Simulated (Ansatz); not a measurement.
C$_{3}$H$_{12}$AlN (`C[N+](C)(C)[AlH3-]`) at its PBE0-D4/def2-TZVP geometry, where that method's forces vanish. Total charge 0; spin multiplicity 1.

| atom | x (Å) | y (Å) | z (Å) |
| --- | --- | --- | --- |
| C1 | 0.988 | 1.151 | 0.013 |
| N2 | 0.042 | 0.036 | 0.127 |
| C3 | -1.124 | 0.442 | 0.918 |
| C4 | 0.697 | -1.120 | 0.749 |
| Al5 | -0.586 | -0.493 | -1.755 |
| H6 | 0.495 | 1.993 | -0.473 |
| H7 | 1.344 | 1.459 | 1.003 |
| H8 | 1.836 | 0.842 | -0.598 |
| H9 | -1.828 | -0.389 | 0.972 |
| H10 | -1.614 | 1.284 | 0.430 |
| H11 | -0.822 | 0.731 | 1.931 |
| H12 | -0.010 | -1.948 | 0.803 |
| H13 | 1.045 | -0.870 | 1.758 |
| H14 | 1.546 | -1.425 | 0.137 |
| H15 | -1.251 | 0.892 | -2.221 |
| H16 | 0.825 | -0.888 | -2.414 |
| H17 | -1.583 | -1.696 | -1.383 |

Question: For each bond, give half the difference of the two atoms' forces along it (eV/Å; positive pushes the atoms apart) under PBE-D4, r2SCAN-D4, B3LYP-D4, ωB97M-V in def2-TZVPP. (An estimate is asked.)

Answer: Computed: 
```tsv
bond	length (Å)	PBE-D4	r2SCAN-D4	B3LYP-D4	ωB97M-V
C1–N2	1.467	0.12	0.19	0.21	0.15
C1–H6	1.090	0.08	-0.06	-0.11	-0.08
C1–H7	1.096	0.09	-0.05	-0.08	-0.08
C1–H8	1.090	0.08	-0.06	-0.11	-0.08
N2–C3	1.467	0.12	0.19	0.21	0.15
N2–Al5	2.053	-0.02	-0.13	0.00	-0.01
C3–H9	1.090	0.08	-0.06	-0.11	-0.08
C3–H10	1.090	0.08	-0.06	-0.11	-0.08
C3–H11	1.096	0.09	-0.05	-0.08	-0.08
C4–H12	1.090	0.08	-0.06	-0.11	-0.08
C4–H13	1.096	0.09	-0.05	-0.08	-0.08
C4–H14	1.090	0.08	-0.06	-0.11	-0.08
Al5–H15	1.606	0.03	-0.02	-0.07	-0.08
Al5–H16	1.606	0.03	-0.02	-0.07	-0.08
```

B3LYP here is the variant with VWN-RPA as its local correlation; programs differ in this.
